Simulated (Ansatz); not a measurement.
BH+, multiplicity 2 (lowest of 2S+1 = 2, 4 at CCSD(T)/def2-TZVPP on PBE0 minima; our sources give no spin for the ground state, which may be another), most abundant isotopes (1.0078 and 11.0093 u). Constants from fifth-degree fits in 1/R to seven points on the lowest solution found; no spin–orbit coupling, no relativity up to Kr; ω_e x_e and α_e move by some per cent with the fit.

Cores are frozen in the correlated methods. CBS(a, b) extrapolates the correlation energy as X⁻³ and adds the Hartree–Fock energy of set b.

Codes used: Ansatz (a quantum-chemistry and plane-wave program). 

| level | r_e (Å) | ω_e (cm⁻¹) | ω_e x_e (cm⁻¹) | α_e (cm⁻¹) |
|---|---|---|---|---|
| PBE/def2-TZVPP | 1.2182 | 2449.4 | 60.3 | 0.453 |
| CCSD(T)/CBS(aug-cc-pVQZ, aug-cc-pV5Z) | 1.2039 | 2526.1 | 65.2 | 0.471 |

### Question
Derive the rotational constants, the centrifugal constant, the fundamental, the zero-point energy and the force constant.

### Answer

μ = 0.92330 u.
- PBE/def2-TZVPP: B_e = 16.8576/(μ r_e²) = 12.304 cm⁻¹; B₀ = B_e − α_e/2 = 12.077 cm⁻¹; D = 4B_e³/ω_e² = 1.24e-03 cm⁻¹; fundamental ω_e − 2ω_e x_e = 2329 cm⁻¹; zero-point energy ω_e/2 − ω_e x_e/4 = 1210 cm⁻¹; k = μ(2πcω_e)² = 326 N/m
- CCSD(T)/CBS(aug-cc-pVQZ, aug-cc-pV5Z): B_e = 16.8576/(μ r_e²) = 12.598 cm⁻¹; B₀ = B_e − α_e/2 = 12.362 cm⁻¹; D = 4B_e³/ω_e² = 1.25e-03 cm⁻¹; fundamental ω_e − 2ω_e x_e = 2396 cm⁻¹; zero-point energy ω_e/2 − ω_e x_e/4 = 1247 cm⁻¹; k = μ(2πcω_e)² = 347 N/m
